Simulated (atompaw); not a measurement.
What one change does to a pseudopotential (tin (Sn), PAW (atompaw))

```json
{
 "Element": "Sn",
 "Generator": "atompaw 4.2.0.5",
 "Type": "PAW",
 "Functional": "PBE",
 "Relativity": "scalar-relativistic",
 "Frozen core": "[Kr]",
 "Valence charge": "14",
 "Reference configuration": "4d10 5s2 5p0.5 (charge +1.5)",
 "Partial waves": "5s (bound): rc 2.30 bohr; 5s channel at 0.95 Ry: rc 2.30 bohr; 5p (bound): rc 2.65 bohr; 5p channel at -0.4 Ry: rc 2.65 bohr; 4d (bound): rc 2.65 bohr; 4d channel at 0.7 Ry: rc 2.65 bohr",
 "Local potential": "bessel scheme, radius 2.50 bohr",
 "Core correction": "smooth core density matched at 1.65 bohr",
 "Augmentation charge": "sinc compensation charge, radius 2.45 bohr; PAW radius 2.65 bohr; waves and projectors: custom polynom vanderbiltortho"
}
```

All-electron outer shells of the reference configuration (PBE, scalar-relativistic, ld1.x):

| shell | level (eV) | outermost node (bohr) | outermost maximum (bohr) |
| --- | --- | --- | --- |
| 4p | -102.26 | 0.41 | 0.79 |
| 4d | -38.35 | 0.39 | 0.88 |
| 5s | -21.85 | 0.98 | 1.97 |
| 5p | -13.92 | 1.08 | 2.37 |

Change: wave 5s (bound): rc 2.30 bohr becomes 5s (bound): rc 1.68 bohr.

Cutoffs: the cutoffs (Ry, on a coarse ladder) from which the occupation-weighted sum of valence levels, in a spherical-Bessel basis at the reference potential, stays within 10 and 1 mRy of its value at 400 Ry; they do not see the model core or the augmentation charge, which bear on the density cutoff.

Task: What does the change do?

Result: The potential gets harder (18 Ry and 30 Ry → 21 Ry and 35 Ry); neither file shows a bound ghost.

```tsv
quantity	base	changed
cutoff, loose	18 Ry	21 Ry
cutoff, tight	30 Ry	35 Ry
loose cutoff by channel (10 mRy a level)	s 8 Ry, p 6 Ry, d 12 Ry	s 15 Ry, p 6 Ry, d 12 Ry
bound ghosts	none	none
s: phases at 2.67 bohr within 0.05 rad from the reference energy up to (Ry; the scan ends near 5)	2.7	2.9
p: phases at 2.67 bohr within 0.05 rad from the reference energy up to (Ry; the scan ends near 5)	3.2	3.2
d: phases at 2.67 bohr within 0.05 rad from the reference energy up to (Ry; the scan ends near 5)	-0.5	-0.5
lowest overlap eigenvalue by channel	s 0.24, p 0.52, d 0.93	s 0.02, p 0.52, d 0.93
```

 The cutoffs see the waves, projectors and local potential, not the compensation charge or the core.
